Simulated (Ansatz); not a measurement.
Total energies of C2H5AlSi, SMILES `C#C[SiH2][AlH2]`.

| atom | x (Å) | y (Å) | z (Å) |
| --- | --- | --- | --- |
| C1 | -0.935 | -1.555 | 1.640 |
| C2 | -0.751 | -0.497 | 1.087 |
| Si3 | -0.369 | 1.026 | 0.142 |
| Al4 | 1.201 | 0.181 | -1.548 |
| H5 | -1.110 | -2.478 | 2.144 |
| H6 | 0.199 | 2.027 | 1.086 |
| H7 | -1.645 | 1.571 | -0.396 |
| H8 | 0.655 | -0.397 | -2.923 |
| H9 | 2.755 | 0.123 | -1.232 |

Charge 0, multiplicity 1. Geometry: relaxed with PBE0-D4/def2-TZVP. Basis def2-TZVPP, the Gaussian-basis code of Ansatz.

RPA on PBE orbitals: Hartree–Fock energy of these orbitals -609.41964 Eh, correlation -0.90116 Eh (frozen core).

| functional | energy without D4 (Eh) | D4 term (kJ/mol) |
| --- | --- | --- |
| LDA (SPW92) | -608.12189 | – |
| PBE | -610.69705 | -17.6 |
| revPBE | -610.96387 | -47.4 |
| BLYP | -611.06593 | -37.7 |
| r2SCAN | -610.99069 | -4.3 |
| B97M-V | -610.97365 | – |
| PBE0 | -610.75684 | -15.1 |
| B3LYP | -611.15064 | -28.6 |
| r2SCANh | -610.98286 | -4.6 |
| r2SCAN0 | -610.97202 | -5.2 |
| HSE06 (plane-wave form) | -610.73924 | -14.2 |
| BHLYP | -611.05171 | -24.1 |
| CAM-B3LYP | -611.06084 | -15.6 |
| LC-ωPBE | -610.85594 | – |
| ωB97X-V | -610.98691 | – |
| ωB97M-V | -611.01645 | – |
| B2PLYP | -610.78982 | – |
| PBE-QIDH | -610.56897 | – |

B3LYP takes the VWN-RPA correlation (the form of Gaussian; ORCA's B3LYP/G). HSE06 is the plane-wave form, built on full-range PBE exchange. The double hybrids freeze the cores in their second-order part.

LC-ωPBE has ω = 0.4 bohr⁻¹.
